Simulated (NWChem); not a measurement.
System: C2H5BO3; SMILES OB1OCCO1

Here is an NWChem input.

```
start job
memory heap 200 mb stack 900 mb global 1100 mb
geometry units angstroms noautosym nocenter noautoz
  O     -0.077434     2.123488     0.020339
  B     -0.031134     0.764585     0.011261
  O     -1.169070    -0.005410     0.002776
  C     -0.758290    -1.371469     0.112664
  C      0.777271    -1.347608    -0.111875
  O      1.141141     0.032911     0.010775
  H      0.814581     2.497418    -0.001427
  H     -1.023196    -1.746073     1.109199
  H     -1.286072    -1.973136    -0.634200
  H      1.055203    -1.702556    -1.111877
  H      1.325007    -1.937321     0.630007
end
basis spherical
  O library pcsseg-1
  B library pcsseg-1
  C library pcsseg-1
  H library pcsseg-1
end
dft
  xc xpbe96 cpbe96
  iterations 150
end
property
  shielding
  efieldgrad
end
task dft property
```

Output (shortened):

```
             Northwest Computational Chemistry Package (NWChem) 7.3.0
             --------------------------------------------------------

                             Geometry "geometry" -> ""
                             -------------------------

 Output coordinates in angstroms (scale by  1.889725989 to convert to a.u.)

  No.       Tag          Charge          X              Y              Z
 ---- ---------------- ---------- -------------- -------------- --------------
    1 O                    8.0000    -0.07743400     2.12348800     0.02033900
    2 B                    5.0000    -0.03113400     0.76458500     0.01126100
    3 O                    8.0000    -1.16907000    -0.00541000     0.00277600
    4 C                    6.0000    -0.75829000    -1.37146900     0.11266400
    5 C                    6.0000     0.77727100    -1.34760800    -0.11187500
    6 O                    8.0000     1.14114100     0.03291100     0.01077500
    7 H                    1.0000     0.81458100     2.49741800    -0.00142700
    8 H                    1.0000    -1.02319600    -1.74607300     1.10919900
    9 H                    1.0000    -1.28607200    -1.97313600    -0.63420000
   10 H                    1.0000     1.05520300    -1.70255600    -1.11187700
   11 H                    1.0000     1.32500700    -1.93732100     0.63000700

 Effective nuclear repulsion energy (a.u.)     237.2846593572

  pbe96 is a nonlocal functional; adding pw91lda local functional.
                              NWChem Property Module
                              ----------------------

  itol2e modified to match energy
  convergence criterion.

                                 NWChem DFT Module
                                 -----------------

 Summary of "ao basis" -> "ao basis" (spherical)
 ------------------------------------------------------------------------------
       Tag                 Description            Shells   Functions and Types
 ---------------- ------------------------------  ------  ---------------------
 O                          pcsseg-1                 7       17   3s3p1d
 B                          pcsseg-1                 7       17   3s3p1d
 C                          pcsseg-1                 7       17   3s3p1d
 H                          pcsseg-1                 3        5   2s1p

  itol2e modified to match energy
  convergence criterion.

            General Information
            -------------------
          SCF calculation type: DFT
          Wavefunction type:  closed shell.
          No. of atoms     :    11
          No. of electrons :    46
           Alpha electrons :    23
            Beta electrons :    23
          Charge           :     0
          Spin multiplicity:     1
          Use of symmetry is: off; symmetry adaption is: off
          Maximum number of iterations: 150
          AO basis - number of functions:   127
                     number of shells:    57
          Convergence on energy requested:  1.00D-07
          Convergence on density requested:  1.00D-05
          Convergence on gradient requested:  5.00D-04

              XC Information
              --------------
          PerdewBurkeErnzerhof Exchange Functional  1.000
            Perdew 1991 LDA Correlation Functional  1.000 local
           PerdewBurkeErnz. Correlation Functional  1.000 non-local

[...]

          -----------------------------------------
          Chemical Shielding Tensors (GIAO, in ppm)
          -----------------------------------------

                                NWChem CPHF Module
                                ------------------

  scftype          =     RHF
  nclosed          =       23
  nopen            =        0
  variables        =     2392
  # of vectors     =        3
  tolerance        = 0.10D-03
  level shift      = 0.00D+00
  max iterations   =       50
  max subspace     =       30

 SCF residual:    3.6505388462905672E-005

Iterative solution of linear equations
  No. of variables     2392
  No. of equations        3
  Maximum subspace       30
        Iterations       50
       Convergence  1.0D-04

   iter   nsub   residual    time
   ----  ------  --------  ---------
     1      3    1.69D-05      44.5

      Atom:    1  O
        Diamagnetic
    388.4361      8.2942     -0.3975
      8.2942    403.4191      0.1391
     -0.3975      0.1391    370.7864

        Paramagnetic
   -209.5777    -16.5894      4.5196
    -16.5894   -117.1024      1.2565
      4.5196      1.2565    -66.2019

        Total Shielding Tensor
    178.8585     -8.2952      4.1221
     -8.2952    286.3167      1.3956
      4.1221      1.3956    304.5844

           isotropic =     256.5865
          anisotropy =      72.3050

          Principal Components and Axis System
                 1           2           3
              304.7898    286.8884    178.0813

      1         0.0285     -0.0787      0.9965
      2         0.0626      0.9951      0.0768
      3         0.9976     -0.0601     -0.0333

      Atom:    2  B
        Diamagnetic
    204.6424     -0.1068     -0.3477
     -0.1068    211.0002      0.1124
     -0.3477      0.1124    181.4103

        Paramagnetic
   -140.6864      2.4049      1.3452
      2.4049   -125.0327      0.0063
      1.3452      0.0063   -114.7743

        Total Shielding Tensor
     63.9560      2.2981      0.9975
      2.2981     85.9676      0.1187
      0.9975      0.1187     66.6360

           isotropic =      72.1865
          anisotropy =      21.0314

          Principal Components and Axis System
                 1           2           3
               86.2074     66.9324     63.4198

      1         0.1032      0.2890      0.9517
      2         0.9946     -0.0409     -0.0955
      3         0.0113      0.9565     -0.2917

      Atom:    3  O
        Diamagnetic
    390.1037      5.6913     -0.2230
      5.6913    412.1167     -2.2076
     -0.2230     -2.2076    371.7655

        Paramagnetic
    -94.9686     49.6555     -1.7485
     49.6555   -271.7883     -2.1813
     -1.7485     -2.1813   -117.4215

        Total Shielding Tensor
    295.1350     55.3468     -1.9715
     55.3468    140.3284     -4.3890
     -1.9715     -4.3890    254.3439

           isotropic =     229.9358
          anisotropy =     124.6917

          Principal Components and Axis System
                 1           2           3
              313.0636    254.2645    122.4793

      1         0.9505      0.0605     -0.3049
      2         0.3059     -0.0091      0.9520
      3        -0.0548      0.9981      0.0271

      Atom:    4  C
        Diamagnetic
    250.2109     -3.8089     -0.5492
     -3.8089    252.7607     -0.6370
     -0.5492     -0.6370    238.8123

        Paramagnetic
   -148.3970    -15.4149     -0.4427
    -15.4149   -100.7549     -6.5717
     -0.4427     -6.5717   -168.3544

        Total Shielding Tensor
    101.8139    -19.2238     -0.9919
    -19.2238    152.0058     -7.2087
     -0.9919     -7.2087     70.4579

           isotropic =     108.0925
          anisotropy =      76.3640

          Principal Components and Axis System
                 1           2           3
              159.0019     95.7056     69.5701

      1        -0.3166      0.9438      0.0953
      2         0.9457      0.3063      0.1087
      3        -0.0734     -0.1245      0.9895

      Atom:    5  C
        Diamagnetic
    248.7639      3.5484     -0.5349
      3.5484    253.3392      0.9102
     -0.5349      0.9102    237.8558

        Paramagnetic
   -148.0581     14.0985     -0.3085
     14.0985   -100.3417      7.1821
     -0.3085      7.1821   -164.9845

        Total Shielding Tensor
    100.7058     17.6469     -0.8434
     17.6469    152.9975      8.0923
     -0.8434      8.0923     72.8713

           isotropic =     108.8582
          anisotropy =      75.2847

          Principal Components and Axis System
                 1           2           3
              159.0480     95.7317     71.7949

      1         0.2873      0.9524      0.1025
      2         0.9539     -0.2748     -0.1207
      3         0.0868     -0.1324      0.9874

      Atom:    6  O
        Diamagnetic
    392.2240     -6.2093     -0.3892
     -6.2093    412.3752      2.2390
     -0.3892      2.2390    373.6111

        Paramagnetic
    -96.3213    -48.2667     -1.7974
    -48.2667   -271.1488      0.7210
     -1.7974      0.7210   -131.3811

        Total Shielding Tensor
    295.9026    -54.4760     -2.1867
    -54.4760    141.2264      2.9600
     -2.1867      2.9600    242.2300

           isotropic =     226.4530
          anisotropy =     130.2519

          Principal Components and Axis System
                 1           2           3
              313.2876    242.1446    123.9268

      1         0.9523      0.0455      0.3017
      2        -0.3022      0.0048      0.9532
      3        -0.0419      0.9990     -0.0183

      Atom:    7  H
        Diamagnetic
     38.2773      9.6130     -0.4517
      9.6130     33.2102     -0.1692
     -0.4517     -0.1692     20.4936

        Paramagnetic
     -5.9090     -3.2048      0.2385
     -3.2048     -2.4807      0.0026
      0.2385      0.0026      1.1009

        Total Shielding Tensor
     32.3683      6.4083     -0.2132
      6.4083     30.7295     -0.1666
     -0.2132     -0.1666     21.5946

[...]
```

Level: PBE/pcSseg-1, GIAO. Coordinates come from a B3LYP/6-31G* (spherical d) optimisation. NWChem prints the field gradient with the sign opposite to the second derivative of the potential. The printed shielding anisotropy is the first printed principal value minus the mean of the other two.
